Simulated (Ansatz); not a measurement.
GeMeI3 (CH3GeI3), 8 atoms. Hardware: 2 threads of AMD EPYC 7R13 on a shared host.

In the def2 sets I takes a core potential; there is no spin–orbit coupling. Correlated methods freeze 22 core orbitals; core or outer-core shells of Ge, I are correlated, in sets that lack core-valence functions.

**Question.** How many basis functions does each of these Ansatz runs have, and roughly what does it cost? PBE-D4/def2-SVP, charge 0 singlet, frequencies; PBE-D4/def2-TZVP, charge 0 singlet, energy and forces, from earlier orbitals; HF/def2-TZVP, charge 0 singlet, energy, from earlier orbitals; PBE0-D4/def2-TZVP, charge 0 singlet, energy, from earlier orbitals; PBE0-D4/def2-SVP, charge 0 singlet, energy, from earlier orbitals; PBE-D4/def2-TZVP, charge 1 doublet at the geometry of the charge 0 singlet, energy, from earlier orbitals; r2SCANh-D4/def2-TZVP, charge 0 singlet, energy, from earlier orbitals; r2SCAN-D4/def2-TZVP, charge 0 triplet at the geometry of the charge 0 singlet, energy, from earlier orbitals; PBE0-D4/def2-TZVP, charge 1 doublet at the geometry of the charge 0 singlet, energy; PBE-D4/def2-SVP, charge 0 singlet, energy, from earlier orbitals; MP2/def2-TZVP, charge 0 singlet, energy, from earlier orbitals; PBE-D4/def2-TZVP, charge 0 triplet at the geometry of the charge 0 singlet, energy, from earlier orbitals.

**Answer.** Other jobs shared the machine, so times can vary by a factor of up to 3. A dash marks memory too small to be measured apart from the calling script's.

```
                                                                                                         run  functions  fitting or Cholesky vectors  wall time  peak host memory (GiB)
                                            PBE-D4/def2-SVP, charge 0 singlet, energy, from earlier orbitals        139                         1631      2.2 s                       –
                                           PBE0-D4/def2-SVP, charge 0 singlet, energy, from earlier orbitals        139                         1624      4.5 s                       –
                                PBE-D4/def2-TZVP, charge 0 singlet, energy and forces, from earlier orbitals        247                         1771        6 s                       –
                                          PBE0-D4/def2-TZVP, charge 0 singlet, energy, from earlier orbitals        247                         1967       11 s                     1.2
                                               HF/def2-TZVP, charge 0 singlet, energy, from earlier orbitals        247                         2270       12 s                     1.2
   PBE-D4/def2-TZVP, charge 0 triplet at the geometry of the charge 0 singlet, energy, from earlier orbitals        247                         1771       12 s                       –
   PBE-D4/def2-TZVP, charge 1 doublet at the geometry of the charge 0 singlet, energy, from earlier orbitals        247                         1771       12 s                       –
                                              MP2/def2-TZVP, charge 0 singlet, energy, from earlier orbitals        247                         2117       12 s                     0.9
                                       r2SCANh-D4/def2-TZVP, charge 0 singlet, energy, from earlier orbitals        247                         1790       14 s                     1.1
r2SCAN-D4/def2-TZVP, charge 0 triplet at the geometry of the charge 0 singlet, energy, from earlier orbitals        247                         1771       25 s                    0.58
                         PBE0-D4/def2-TZVP, charge 1 doublet at the geometry of the charge 0 singlet, energy        247                         1967       42 s                     1.5
                                                              PBE-D4/def2-SVP, charge 0 singlet, frequencies        139                         1631       91 s                       –
```
